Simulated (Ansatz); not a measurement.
Geometry optimisation, RKS PBE0/def2-SVP (Ansatz).

input.yaml

```yaml
crystal:
  periodic: [false, false, false]
  atoms:
    - { symbol: F, position_ang: [-1.13481, 0.83452, 2.59435] }
    - { symbol: B, position_ang: [-0.83687, 0.56992, 1.34429] }
    - { symbol: C, position_ang: [0.4466, -0.25751, 0.97475] }
    - { symbol: C, position_ang: [1.01467, 0.05934, -0.42325] }
    - { symbol: Ga, position_ang: [-0.42076, -0.29279, -1.82926] }
    - { symbol: H, position_ang: [-1.59793, 0.95846, 0.52007] }
    - { symbol: H, position_ang: [0.13678, -1.31384, 0.98737] }
    - { symbol: H, position_ang: [1.22869, -0.17455, 1.73525] }
    - { symbol: H, position_ang: [1.91706, -0.54275, -0.59437] }
    - { symbol: H, position_ang: [1.33269, 1.10859, -0.47088] }
    - { symbol: H, position_ang: [-0.6401, 0.54611, -3.16026] }
    - { symbol: H, position_ang: [-1.44602, -1.49548, -1.67806] }
basis:
  gaussian: { orbitals: def2-SVP }
hamiltonian:
  xc: pbe0
relax:
  f_tol: 0.02
  max_steps: 50
output:
  orbitals: {}
```

Run as:

```bash
$ ansatz run input.yaml --threads 2 --pin off --max-ram 3072MiB --backend cpu --events-out ev --progress --plain --runs-dir out
```

Question: Where does it end, and by what steps?

Answer: The forces met the threshold. The force dipped under the threshold on the way, but the program's further checks kept it going. After 20 steps the energy has fallen by 0.112 eV; H11 moved furthest, 0.64 Å.

```
step  energy less start (eV)  largest force component (eV/Å)  accepted
   0                  0.0000                           0.928       yes
   1                 -0.0839                           0.444       yes
   2                 -0.0919                           0.423       yes
   3                 -0.1008                           0.108       yes
   4                 -0.1018                           0.082       yes
   5                 -0.1029                           0.047       yes
   6                 -0.1034                           0.047       yes
   7                 -0.1040                           0.035       yes
   8                 -0.1043                           0.031       yes
   9                 -0.1050                           0.084       yes
  10                 -0.1062                           0.082       yes
  11                 -0.1070                           0.113       yes
  12                 -0.1085                           0.080       yes
  13                 -0.1090                           0.076       yes
  14                 -0.1104                           0.054       yes
  15                 -0.1117                           0.095       yes
  16                 -0.1121                           0.067       yes
  17                 -0.1120                           0.063        no
  18                 -0.1124                           0.011       yes
  19                 -0.1124                           0.024        no
  20                 -0.1125                           0.011       yes
```

```xyz
12
Properties=species:S:1:pos:R:3
F -1.270 1.002 2.338
B -0.838 0.505 1.195
C 0.521 -0.221 1.002
C 1.044 -0.041 -0.431
Ga -0.494 -0.186 -1.687
H -1.614 0.623 0.242
H 0.250 -1.287 1.166
H 1.256 0.015 1.791
H 1.817 -0.788 -0.677
H 1.516 0.948 -0.548
H -0.854 0.953 -2.712
H -1.334 -1.523 -1.680
```

The run took 110 s on 2 threads of Arm Neoverse V1 (shared host), peak memory 0.31 GiB.
